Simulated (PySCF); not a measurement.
NbOF2, SMILES [O]=[Nb]([F])[F] (connectivity only; charge and spin as stated), neutral, multiplicity 2. Atoms are numbered in the order given.

```xyz
4

Nb     0.0000     0.0000    -0.0072
O      0.0000     0.0000    -1.7066
F      0.0000    -1.7109     0.7748
F      0.0000     1.7109     0.7748
```
Charge 0, spin multiplicity 2.

The structure is a stationary point at r2SCAN-D4/def2-TZVP. The geometry has at least one imaginary mode, so it is a saddle point at that level. The multiplicity is an assumed one; other spin states were not compared. The def2 effective core potentials stand for the cores of Nb; spin–orbit coupling is left out.

These are TDA-PBE/def2-SVPD run with PySCF 2.14.0 values and carry that method's errors.

Vertical excitations. Gas-phase values at a fixed geometry.

```
state    energy (eV)  λ (nm)      f                                                  main pairs
-------  -----------  ------  -----  ----------------------------------------------------------
root 1          1.28     972  0.000                                           α HOMO→LUMO 100 %
root 2          2.31     537  0.009                                          α HOMO→LUMO+1 99 %
root 3          4.31     288  0.000                                          α HOMO−1→LUMO 97 %
root 4          4.39     282  0.000                        α HOMO→LUMO+2 22 %, β HOMO→LUMO 77 %
root 5          4.51     275  0.002                        α HOMO→LUMO+2 75 %, β HOMO→LUMO 22 %
root 6          4.68     265  0.028                      α HOMO→LUMO+3 82 %, β HOMO−1→LUMO 11 %
root 7          4.74     262  0.000                     α HOMO−2→LUMO 90 %, β HOMO−1→LUMO+1 9 %
root 8          4.76     261  0.000                      α HOMO→LUMO+4 22 %, β HOMO−1→LUMO 74 %
root 9          4.76     261  0.002                                          β HOMO→LUMO+1 94 %
root 10         4.89     253  0.005  α HOMO→LUMO+4 70 %, α HOMO→LUMO+3 13 %, β HOMO−1→LUMO 14 %
```
Unrestricted roots are not spin-pure.
